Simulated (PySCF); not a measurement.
AlF2, SMILES [F][Al+][F], charge +1. Coordinates come from a B3LYP-D3(BJ)/def2-TZVP optimisation. The spin state was assumed, not searched. The isomer is the one that the SMILES or the coordinates give; other isomers of the formula were not compared.

TDDFT-PBE/def2-TZVPD (PySCF 2.14.0) puts the lowest singlet excitations at 6.32, 6.32, 6.62, 6.62, 7.91, 8.60 eV.

What are the lowest excitation roots from ADC(2)/aug-cc-pVDZ run with PySCF? (An estimate is asked for; the answer gives what the named calculation found.)

7.35, 7.35, 7.76, 7.76, 8.82, 9.75 eV. S1 differs by 1.03 eV (second minus first; roots are paired by order, and the bases may differ).
